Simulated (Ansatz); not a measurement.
Gas-phase reaction in SMILES: CCB(N)N → CCB([NH])N + H atom (the H-N bond at the site shown breaks; other sites are not compared here)
Geometries: B3LYP-D3(BJ)/def2-TZVP minima from Ansatz (an electronic-structure program), one conformer each, not searched for the lowest.

Quantity: bond dissociation energy (electronic energy difference), in eV. Correlated levels leave the core frozen unless marked. UHF or UKS for open shells. Spin-orbit coupling is left out. Non-relativistic. CBS(X,Y): correlation extrapolated as X^-3; Hartree-Fock from the larger set.

CCSD(T)/CBS(cc-pVTZ,cc-pVQZ) (Ansatz) gives 5.28 eV.

### Question
Another calculation gave 4.99 eV. Which level was it?
(A) SVWN5/def2-TZVPD (Ansatz)
(B) r2SCAN/def2-TZVPD (Ansatz)
(C) PBE-QIDH/def2-TZVPD (Ansatz)

### Answer
B, r2SCAN/def2-TZVPD (Ansatz). The others give 5.14 (PBE-QIDH), 5.71 (SVWN5) eV.
